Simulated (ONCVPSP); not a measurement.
What the settings do to the ONCV potential of Al (Z = 13)

Base potential:

* Element: Al
* Generator: ONCVPSP 4.0.1
* Type: optimised norm-conserving Vanderbilt (ONCV)
* Functional: Wu-Cohen
* Relativity: non-relativistic
* Frozen core: [Ne]
* Valence charge: 3
* Reference configuration: 3s2 3p1
* Partial waves: 3s: rc 1.80 bohr, ncon 4, nbas 7, qcut 3.9 1/bohr, 3 projectors, debl 2.8 Ha; 3p: rc 2.60 bohr, ncon 3, nbas 6, qcut 3.3 1/bohr, 2 projectors, debl 1 Ha
* Local potential: polynomial inside 1.75 bohr (lpopt 1, dvloc0 1 Ha)
* Core correction: Teter function, fcfact 1.75, rcfact 1.7

Cutoffs, loose and tight: the cutoffs (Ha) at which the residual kinetic energy of the hardest occupied pseudo-wave falls to 1 and 0.1 mHa per electron. They do not see the model core or the augmentation charge, which bear on the density cutoff. Test errors are all-electron minus pseudo excitation energies from the reference, over the configurations 3s2 3p0; 3s1 3p0; 3s2 3p0.5; 3s0 3p3. A dash means not determined; rows that change the core or the reference have their own tests.

For the base: The cutoffs count occupied waves only; projector 3 of the s channel, the hardest unoccupied one, needs 65 Ha at the loose tolerance.

A true bound ghost makes a file unfit for plane-wave use even where its test errors are small: the radial tests pick states by their node count and pass the ghost by.

```tsv
change	outcome	cutoff, loose	cutoff, tight	bound ghosts	GHOST(+) flags above zero	largest test error (meV)
base	generated	5.7 Ha	7.5 Ha	none	s	-59
s: qcut 5.4; p: qcut 4.6	generated	5.8 Ha	7.5 Ha	s	none	-56
reference 3s2; wave 3p: rc 2.60 bohr, ncon 3, nbas 6, qcut 3.3 1/bohr, 2 projectors, debl 1 Ha becomes p scattering state at 0.03 Ha: rc 2.60 bohr, ncon 3, nbas 6, qcut 3.3 1/bohr, 2 projectors, debl 1 Ha	generated, projector energies reset by the program	6.0 Ha	7.9 Ha	none	s	-53
scalar-relativistic	generated	5.8 Ha	7.5 Ha	none	s	-60
local potential polynomial inside 1.75 bohr (lpopt 1, dvloc0 0.5 Ha)	generated	5.7 Ha	7.5 Ha	none	s	-59
s: nbas 9	generated	5.7 Ha	7.5 Ha	none	s	-59
functional LDA (Perdew-Zunger)	generated	5.9 Ha	7.7 Ha	none	s	-25
```
